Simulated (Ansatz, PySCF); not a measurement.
This triplet lies 0.33 eV above the relaxed singlet at the level frozen-core CCSD(T)/cc-pVTZ // PBE0-D3(BJ)/def2-TZVP (Ansatz, an electronic-structure program); other levels give the other order.

Cartesian coordinates (Å):
SMILES: B[Si]F
```xyz
5

B     -0.7650    -0.0819     0.0077
Si     1.0992    -0.5802     0.1546
F      2.2264     0.5298    -0.0916
H     -0.9802     1.0605    -0.2668
H     -1.5804    -0.9282     0.1961
```
Charge 0, spin multiplicity 3.

**Question.** What highest occupied spin orbital, total energy and dipole moment does PBE-D3(BJ)/def2-TZVP // PBE0-D3(BJ)/def2-TZVP run with PySCF give?

**Answer.** 
```yaml
highest_occupied_spin_orbital: -5.54 eV
total_energy: -11295.86 eV
dipole_moment: 0.179 e·Å
```
